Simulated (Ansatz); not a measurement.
One change: `C[SiH2]O[SiH2]N` becomes `N[SiH2][O][SnH3]`.

Ansatz, PBE0-D4/def2-TZVP geometries, multiplicity 1. Each molecule was computed in one conformer, which needn't be the lowest.

Elements past krypton have def2 core potentials.

| property | `C[SiH2]O[SiH2]N` |
| --- | --- |
| size of the dipole moment (B3LYP/def2-TZVPP) / D | 1.13 |
| HOMO–LUMO gap (ωB97M-V/def2-TZVPP) / eV | 12.16 |
| HOMO energy (PBE0/def2-TZVPP) / eV | -7.72 |
| LUMO energy (PBE0/def2-TZVPP) / eV | 0.55 |
| HOMO energy (PBE/def2-TZVPP) / eV | -6.26 |
| HOMO–LUMO gap (PBE/def2-TZVPP) / eV | 5.99 |

Give the same properties after the change, and the shifts. (Best estimate.)

Ansatz gave: 
| property | `N[SiH2][O][SnH3]` | shift |
| --- | --- | --- |
| size of the dipole moment (B3LYP/def2-TZVPP) / D | 2.27 | 1.14 |
| HOMO–LUMO gap (ωB97M-V/def2-TZVPP) / eV | 11.10 | -1.06 |
| HOMO energy (PBE0/def2-TZVPP) / eV | -7.61 | 0.11 |
| LUMO energy (PBE0/def2-TZVPP) / eV | -0.35 | -0.90 |
| HOMO energy (PBE/def2-TZVPP) / eV | -6.19 | 0.07 |
| HOMO–LUMO gap (PBE/def2-TZVPP) / eV | 5.04 | -0.95 |

With PBE0 the HOMO rises by 0.11 eV and the LUMO falls by 0.90 eV, so the gap narrows by about 1.01 eV. PBE moves the HOMO by 0.07 eV and ωB97M-V by 0.16 eV. Dipoles are sizes alone; their direction can turn.

B3LYP here is the variant with VWN-RPA as its local correlation; programs differ in this.
